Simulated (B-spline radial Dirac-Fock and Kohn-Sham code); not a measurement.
Xe²⁵⁺: scattering cross sections and density moments

System: xenon as Xe²⁵⁺, configuration 1s2 2s2 2p6 3s2 3p6 3d10 4s1.

The run's input, task.json:

```json
{"items": [{
  "Z": 54,
  "q": 25,
  "cfg": [[1, 0, 2], [2, 0, 2], [2, 1, 6], [3, 0, 2], [3, 1, 6], [3, 2, 10], [4, 0, 1]],
  "A": 132,
  "rrms": 4.7859,
  "do": ["scatter"],
  "s": [0.0, 0.06, 0.08, 0.1, 0.12, 0.16, 0.2, 0.25, 0.31, 0.38, 0.48, 0.6, 0.75, 0.94, 1.18, 1.48, 1.85, 2.31, 2.9, 3.63, 4.54, 5.68, 7.11],
  "pz": [0, 0.1, 0.2, 0.3, 0.4, 0.5, 0.6, 0.8, 1.0, 1.2, 1.4, 1.6, 1.8, 2.0, 2.5, 3.0, 4.0, 5.0, 7.0, 10.0, 15.0, 20.0, 30.0, 40.0, 60.0, 100.0],
  "hv_scatter": [1000, 2000, 5000, 8047.8, 17479.3, 100000, 500000, 1000000]
}]}
```

Run with: `python xray_run.py task.json out`

These are calculated numbers from a radial atomic solver; the model is Dirac-Fock densities.

* Sum of ⟨r⟩: 6.620 bohr
* Sum of ⟨r²⟩: 2.240 bohr²
* Sum of ⟨1/r⟩: 305.08 per bohr
* Langevin diamagnetic susceptibility: -1.77 × 10⁻⁶ cm³/mol
* Lamb shielding (α²/3)Σ⟨1/r⟩: 5415 ppm

Coherent scattering is the Thomson cross section weighted by f₀², without anomalous dispersion; incoherent scattering is Klein-Nishina weighted by S. The Lamb formula is the non-relativistic shielding expression. Electron correlation is left out. A dash stands where the photon energy is too low for the impulse approximation behind that column.

| hν (keV) | coherent (b) | incoherent (b) | incoherent per electron (b) |
| --- | --- | --- | --- |
| 1 | 557.4 | – | – |
| 2 | 551.3 | – | – |
| 5 | 512.1 | 0.7965 | 0.0275 |
| 8.0478 | 451.3 | 1.723 | 0.0594 |
| 17.4793 | 263.5 | 4.768 | 0.164 |
| 100 | 20.91 | 11.54 | 0.398 |
| 500 | 1.078 | 8.166 | 0.282 |
| 1000 | 0.2772 | 6.063 | 0.209 |

Incoherent scattering overtakes coherent scattering between 100 and 500 keV.
